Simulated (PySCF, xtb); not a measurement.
H3O2, SMILES O[OH2+], charge +1.

GFN2-xTB (xtb) at its own geometry gives an orbital gap of 7.62 eV.

Geometry optimised at B3LYP-D3(BJ)/def2-TZVP. The isomer is the one that the SMILES or the coordinates give; other isomers of the formula were not compared.

Q: What does PySCF with B3LYP/def2-TZVPD give? (Estimate from the structure and the level; the computed values follow.)

A: gap 8.04 eV (levels -17.21 and -9.17 eV).
